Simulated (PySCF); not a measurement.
# Two-component Hartree-Fock for Ar²⁺ (argon, charge +2)

Start: [Ne] 3s1 3p4 4s1; 3s1/2 filled at m_j = +1/2; 3p1/2 filled at m_j = +1/2; 3p3/2 filled at m_j = -1/2, +1/2, +3/2; 4s1/2 filled at m_j = +1/2. Calculated with PySCF 2.14 in x2c-SVPall-2c with one added diffuse shell each of s, p type (5s5p1d, 25 functions): generalised Hartree-Fock with the X2C-1e Hamiltonian and a Gaussian nucleus; one run each with spin-orbit coupling (SO) switched off, then screened by Boettger's factors. This is a chosen level, not necessarily the ground level.

```csv
spinor shell,electrons,"ε, spin-free (eV)","ε, screened SO (eV)",weight of nominal j (screened SO),"rms radius, screened SO (bohr)"
1s1/2,2,-3279.8,-3279.8,1.000,0.0993
2s1/2,2,-376.93,-376.90,1.000,0.446
2p1/2,2,-300.36,-302.57,0.862,0.414
3s1/2,1,-72.516,-72.501,1.000,1.37
3p3/2,3,-49.211,-51.225,0.657,1.54
3p1/2,1,-49.211,-43.217,0.655,1.60
4s1/2,1,-18.702,-18.701,1.000,3.57
```

**Question.** Where does 2p3/2 lie, and what is the 2p spin-orbit splitting (screened SO)?

**Answer.** At -299.23 eV, 3.331 eV above 2p1/2.

| quantity | spin-free | screened SO |
| --- | --- | --- |
| E (hartree) | -525.56577 | -525.56956 |
| M_J | 3 | 3 |
| ⟨J²⟩ | 12.005 | 12.005 |
| ⟨L²⟩ | 2.003 | 2.004 |
| ⟨S²⟩ | 6.003 | 6.001 |

Each row is a mean over spinors that exchange with the open shell spreads, by up to 2.902 eV (2p3/2).

Rows whose weight is well below 1 are mixtures of j = l ± 1/2: exchange outweighs spin-orbit coupling there, and the label is only the starting occupation.

Without spin-orbit coupling the j labels of p, d and f shells carry no meaning; the spin-free column gives the mean over the occupied spinors of each nl shell.
